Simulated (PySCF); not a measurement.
PySCF 2.14 output of an unrestricted r2SCAN calculation on a single atom or ion in x2c-TZVPPall (5s3p1d, 19 functions), with the spin-free X2C one-electron Hamiltonian (Gaussian nucleus):

```
SCF conv_tol = 1e-09
number electrons alpha = 3  beta = 1
    J. W. Furness, A. D. Kaplan, J. Ning, J. P. Perdew, and J. Sun.,  J. Phys. Chem. Lett. 11, 8208-8215 (2020)
    J. W. Furness, A. D. Kaplan, J. Ning, J. P. Perdew, and J. Sun.,  J. Phys. Chem. Lett. 11, 9248-9248 (2020)
    J. W. Furness, A. D. Kaplan, J. Ning, J. P. Perdew, and J. Sun.,  J. Phys. Chem. Lett. 11, 8208-8215 (2020)
    J. W. Furness, A. D. Kaplan, J. Ning, J. P. Perdew, and J. Sun.,  J. Phys. Chem. Lett. 11, 9248-9248 (2020)
cycle= 1 E= -14.4266051022593  delta_E= -0.000899  |g|= 0.00539  |ddm|= 0.0783
cycle= 2 E= -14.4266254720871  delta_E= -2.04e-05  |g|= 0.00133  |ddm|= 0.0152
cycle= 3 E= -14.4266265293531  delta_E= -1.06e-06  |g|= 9.09e-05  |ddm|= 0.00287
cycle= 4 E= -14.4266265318994  delta_E= -2.55e-09  |g|= 6.26e-06  |ddm|= 8.59e-05
cycle= 5 E= -14.4266265319403  delta_E= -4.09e-11  |g|= 1.76e-07  |ddm|= 1.82e-05
converged SCF energy = -14.4266265319403  <S^2> = 2.0000291  2S+1 = 3.0000194
```

The run itself started from symmetry-adapted Hartree-Fock orbitals and held the occupation by maximum overlap, on a logarithmic radial grid, so the iterations belong to that start.

Question: Which element, charge and spin multiplicity is this?

Answer: Be (beryllium, neutral), multiplicity 3; the state was [He] 2p2, high-spin 3P determinant (an excited configuration).
